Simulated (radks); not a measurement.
Results of a calculation; reference values are marked as such.
Pd0.75+, 45.25 electrons, occupied as [Kr] 4d7.75 5s1.5 (fractional occupations, a model configuration). Level of theory: Dirac Kohn-Sham, BLYP, spin-unpolarised, spherical densities, point nucleus; open shells are shared between the two j in proportion to 2j + 1 (a radial shooting solver on a logarithmic mesh with Libxc functionals). Some entries of the table are withheld. Estimate them.

| orbital | occ. | eigenvalue (eV) | r(max) (bohr) |
|---|---|---|---|
| 1s1/2 | 2 | -24171.53 | 0.02065 |
| 2s1/2 | 2 | -3541.074 | 0.1169 |
| 2p1/2 | 2 | -3285.928 | 0.09049 |
| 2p3/2 | 4 | -3126.446 | 0.09466 |
| 3s1/2 | 2 | -650.3397 | 0.3420 |
| 3p1/2 | 2 | -549.6661 | 0.3284 |
| 3p3/2 | 4 | -521.8711 | 0.3382 |
| 3d3/2 | 4 | (1) | 0.2805 |
| 3d5/2 | 6 | (2) | 0.2834 |
| 4s1/2 | 2 | -99.6288 | 0.8496 |
| 4p1/2 | 2 | -68.3254 | (3) |
| 4p3/2 | 4 | -63.7694 | (4) |
| 4d3/2 | 3.1 | -16.8007 | (5) |
| 4d5/2 | 4.65 | -16.2784 | (6) |
| 5s1/2 | 1.5 | -10.9762 | 2.374 |

Answer. 
(1) 3d3/2 eigenvalue (eV): -343.5467
(2) 3d5/2 eigenvalue (eV): -338.0031
(3) 4p1/2 r(max) (bohr): 0.8899
(4) 4p3/2 r(max) (bohr): 0.9145
(5) 4d3/2 r(max) (bohr): 1.066
(6) 4d5/2 r(max) (bohr): 1.077
